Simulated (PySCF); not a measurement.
**What settings do to a single point of [Eu(H2O)6]3+**

The sound run of [Eu(H2O)6]3+ (singlet in the valence; each metal's 4f electrons, 6 of them, lie in its core potential, out of spins and levels) uses PySCF 2.14.0, RKS PBE, Eu lcecp-1-SVP with ECP52, O def2-SVP, H def2-SVP; non-relativistic Hamiltonian with scalar-relativistic core potentials where named; density fitting; no spin-orbit coupling, grid (50, 194), threshold 1e-8 Eh and 55 cycles, at the relaxed geometry:

```xyz
19

Eu    0.0000    0.0000    0.0000
O     0.0000    0.0000    2.4029
H     0.7761   -0.0012    3.0133
H    -0.7761    0.0012    3.0133
O     0.0000    0.0000   -2.4029
H     0.7761    0.0012   -3.0133
H    -0.7761   -0.0012   -3.0133
O     2.4032    0.0000    0.0000
H     3.0138   -0.7756   -0.0013
H     3.0138    0.7756    0.0013
O     0.0000    2.4026    0.0000
H     0.0027    3.0130    0.7761
H    -0.0027    3.0130   -0.7761
O    -2.4032    0.0000    0.0000
H    -3.0138    0.7756   -0.0013
H    -3.0138   -0.7756    0.0013
O     0.0000   -2.4026    0.0000
H    -0.0027   -3.0130    0.7761
H     0.0027   -3.0130   -0.7761
```

There Eu1 has a Mulliken charge of 1.16 e and the dipole about the centre of mass is 0.00 D. Each run below changes one thing and starts from free metal ions and neutral atoms unless it says otherwise; with 55 cycles, smearing, a level shift and second-order steps follow where DIIS fails, and their cycles count. Energy shifts count from the sound run. On f atoms grids over 110 angular points are at least (60, 302).

```csv
change,outcome,cycles,energy shift (eV),largest force component (eV/Å),charge on Eu1 (e),dipole about the centre of mass (D)
start from a density of up to 30 smeared cycles (not counted),converged,6,0.0000,0.01,1.16,0.00
all coordinates × 1.05,converged,10,0.91,1.57,1.25,0.00
"H18 put 0.5 Å from Eu1, limit 97 cycles",converged,19,135.75,602.26,2.24,6.26
"grid (30, 86)",converged,9,0.22,0.06,1.15,0.00
```

(1) How does the run with this change end: spin (2S) set to 12, limit 63 cycles?

Unsound on purpose, so not properties of the compound: H18 put 0.5 Å from Eu1, limit 97 cycles.

Forces carry noise of the integration grid, about 0.01 to 0.03 eV/Å.

An lcecp potential fixes the number of 4f electrons, so in runs with it no electron can move into or out of that shell.

Answers

(1) outcome not converged, cycles 63.
